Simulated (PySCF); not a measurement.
Geometry (Å), atoms numbered from 1 in this order:
```xyz
33

C     0.1472    0.7062    2.8001
C     0.5392   -0.7325    2.4825
O     0.3750   -1.0851    1.1660
Al   -0.1280   -0.1533   -0.2457
O    -1.7326    0.5249    0.0497
C    -2.4024    1.3514   -0.8239
C    -1.9444    2.8021   -0.7210
O    -0.0822   -1.2250   -1.6440
C    -0.3449   -2.5659   -1.7584
C    -1.4536   -3.0621   -0.8370
O     0.9720    1.1906   -0.6096
C     2.2515    1.0058   -1.0859
C     3.2237    0.5579    0.0016
H    -0.9056    0.8791    2.5266
H     0.7523    1.4038    2.1986
H     0.2908    0.9395    3.8696
H    -0.0522   -1.4078    3.1443
H     1.5997   -0.8796    2.7993
H    -3.4977    1.3086   -0.6242
H    -2.2876    1.0251   -1.8839
H    -2.4711    3.4518   -1.4426
H    -2.1288    3.1884    0.2954
H    -0.8598    2.8502   -0.9061
H    -0.6243   -2.8108   -2.8096
H     0.5639   -3.1804   -1.5521
H    -2.3901   -2.5146   -1.0311
H    -1.6405   -4.1425   -0.9701
H    -1.1679   -2.8761    0.2107
H     2.6335    1.9536   -1.5282
H     2.2812    0.2560   -1.9081
H     4.2463    0.4217   -0.3924
H     3.2587    1.3041    0.8127
H     2.8811   -0.3924    0.4412
```

Total charge -1.

Geometry: PBE0-D3(BJ)/def2-SVP; GIAO absolute shieldings from PySCF 2.14, gas phase, non-relativistic, averaged over equivalent atoms.

At PBE0/pcSseg-1 (328 basis functions):
```csv
atoms,σ (ppm)
C2/C6/C9/C12,122.3
C1/C7/C10/C13,161.3
O3/O5/O8/O11,284.5
Al4,505.6
H17/H18/H19/H20/H24/H25/H29/H30,27.46
H14/H15/H16/H21/H22/H23/H26/H27/H28/H31/H32/H33,30.10
```

What do these become at B3LYP/pcSseg-1?

## Answers


```tsv
atoms	σ at B3LYP/pcSseg-1	change
C2/C6/C9/C12	115.2	-7.1
C1/C7/C10/C13	155.4	-5.9
O3/O5/O8/O11	277.2	-7.3
Al4	500.4	-5.2
H17/H18/H19/H20/H24/H25/H29/H30	27.51	+0.05
H14/H15/H16/H21/H22/H23/H26/H27/H28/H31/H32/H33	30.19	+0.09
```

The largest change is at O3/O5/O8/O11 (oxygen bonded to C, Al). Cost: 328 basis functions.
